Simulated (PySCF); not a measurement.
## How methods differ on the excitation energy of Mg

Mg [Ne] 3s2 (1S) → Mg [Ne] 3p2 (3P), as a difference of total energies. Calculation: PySCF 2.14, in aug-cc-pVDZ-DK; scalar relativity by spin-free X2C-1e. Correlated levels: valence: [Ne] frozen. The calculations carry no spin-orbit coupling.

| method | excitation energy (cm⁻¹) |
| --- | --- |
| UHF | 50951 |
| MP2 (valence) | 54718 |
| SCS-MP2 (valence) | 56327 |
| CCSD (valence) | 56375 |

Errors of the correlated levels include the incompleteness of this basis and the frozen core.

With two correlated electrons CCSD is exact in that space.

For comparison: 57854 cm⁻¹ (measured; NIST levels, between the centres of gravity of the two terms).
